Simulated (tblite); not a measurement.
C4H12GeOSe.
SMILES with atom numbers: `[CH3:1][CH2:2][C@H:3]([O:4][GeH3:5])[Se:6][CH3:7]` (hydrogens: H8, H9, H10 on C1; H11, H12 on C2; H13 on C3; H14, H15, H16 on Ge5; H17, H18, H19 on C7)

Computed with GFN2-xTB (tblite), gas phase: L-BFGS steps from a force-field or distance-geometry start until the largest atomic force falls under 0.01 eV/Å.

Step 60: E = -649.1780 eV
```
atom  x, y, z in Å  |  force x, y, z in eV/Å
C1     -1.0678   -2.2687    0.7284   -0.056  -0.076  -0.046
C2     -0.8571   -1.0402   -0.1546   -0.004  -0.050   0.012
C3     -0.2273    0.1240    0.5955   -0.006  -0.007  -0.046
O4     -0.0716    1.2084   -0.2539    0.008   0.073   0.101
Ge5    -0.8950    2.7469   -0.0099    0.110  -0.082  -0.029
Se6     1.5680   -0.3598    1.3392   -0.028   0.038  -0.044
C7      2.6087   -0.1090   -0.2950    0.012   0.028  -0.031
H8     -1.0461   -2.0027    1.7874   -0.017  -0.003  -0.138
H9     -0.2934   -3.0091    0.5442    0.042   0.046   0.110
H10    -2.0256   -2.7335    0.5068   -0.002  -0.007   0.040
H11    -0.2261   -1.2907   -1.0106   -0.008   0.034   0.010
H12    -1.8084   -0.6776   -0.5625    0.036   0.004   0.092
H13    -0.8222    0.3658    1.4904    0.044  -0.065  -0.058
H14    -0.6964    3.3167   -1.3710   -0.080   0.050   0.013
H15    -2.3001    2.3748    0.3786   -0.001   0.128  -0.033
H16    -0.2224    3.5515    1.0710   -0.045  -0.055  -0.015
H17     1.9386   -0.1987   -1.1451   -0.011  -0.083   0.040
H18     3.0518    0.8830   -0.2949    0.024   0.008   0.053
H19     3.3827   -0.8719   -0.3211   -0.020   0.019  -0.032
```

Step 61: E = -649.1819 eV
```
atom  x, y, z in Å  |  force x, y, z in eV/Å
C1     -1.0604   -2.2737    0.7298   -0.024  -0.049  -0.049
C2     -0.8660   -1.0399   -0.1502    0.010  -0.079   0.003
C3     -0.2357    0.1267    0.5967   -0.009  -0.030  -0.053
O4     -0.0796    1.2066   -0.2578    0.032   0.041   0.066
Ge5    -0.8856    2.7494   -0.0122    0.064  -0.025  -0.017
Se6     1.5637   -0.3527    1.3385   -0.070   0.016  -0.022
C7      2.6009   -0.1123   -0.2976   -0.022   0.053  -0.001
H8     -1.0625   -2.0010    1.7873   -0.031  -0.032  -0.133
H9     -0.2626   -2.9930    0.5602    0.036   0.062   0.120
H10    -2.0000   -2.7659    0.4909   -0.008   0.008   0.048
H11    -0.2372   -1.2839   -1.0094   -0.012   0.030  -0.005
H12    -1.8232   -0.6865   -0.5533    0.052   0.019   0.110
H13    -0.8292    0.3736    1.4912    0.049  -0.073  -0.057
H14    -0.6714    3.3342   -1.3677   -0.082   0.024   0.051
H15    -2.3010    2.3895    0.3630    0.041   0.145  -0.040
H16    -0.2070    3.5308    1.0841   -0.065  -0.051  -0.032
H17     1.9342   -0.2067   -1.1467   -0.073  -0.119  -0.018
H18     3.0336    0.8812   -0.3040    0.086   0.099   0.057
H19     3.3793   -0.8672   -0.3199    0.027  -0.040  -0.028
```

Question: Estimate the geometry and energy of step 62. (The exact step hangs on the optimiser's Hessian estimate; all steps are aligned on step 61, rigid shifts and turns removed.)

Answer: E = -649.1871 eV, largest force 0.216 eV/Å
```
atom  x, y, z in Å  |  force x, y, z in eV/Å
C1     -1.0520   -2.2817    0.7304    0.025  -0.028  -0.046
C2     -0.8755   -1.0414   -0.1447    0.021  -0.093  -0.020
C3     -0.2453    0.1290    0.5977   -0.003  -0.060  -0.043
O4     -0.0875    1.2053   -0.2603    0.059  -0.023   0.003
Ge5    -0.8711    2.7528   -0.0149   -0.018   0.059  -0.005
Se6     1.5578   -0.3421    1.3384   -0.093  -0.015   0.000
C7      2.5900   -0.1142   -0.3017   -0.050   0.068   0.029
H8     -1.0841   -2.0011    1.7850   -0.053  -0.066  -0.113
H9     -0.2245   -2.9740    0.5827   -0.008   0.088   0.118
H10    -1.9697   -2.8064    0.4710    0.030   0.043   0.058
H11    -0.2503   -1.2755   -1.0089   -0.017   0.015  -0.026
H12    -1.8398   -0.6978   -0.5387    0.055   0.036   0.112
H13    -0.8377    0.3809    1.4906    0.040  -0.076  -0.033
H14    -0.6387    3.3542   -1.3638   -0.080  -0.008   0.097
H15    -2.2997    2.4116    0.3434    0.086   0.158  -0.049
H16    -0.1924    3.5082    1.1005   -0.073  -0.041  -0.046
H17     1.9251   -0.2186   -1.1484   -0.119  -0.139  -0.064
H18     3.0120    0.8814   -0.3161    0.131   0.165   0.049
H19     3.3735   -0.8614   -0.3193    0.066  -0.083  -0.020
```

The energy changes by -0.0052 eV. The first-order estimate −F·Δx gives -0.0069 eV and the mean of the old and new forces, exact on a quadratic surface, -0.0051 eV. The step makes an angle of 82° with the force vector and moves no atom by more than 0.054 Å.

What follows is the cost of the whole relaxation. Time: 2.9 s wall. Hardware: one thread, Arm Neoverse N1 (aarch64), no GPU, shared host with 64 logical CPUs at a one-minute load of 62.
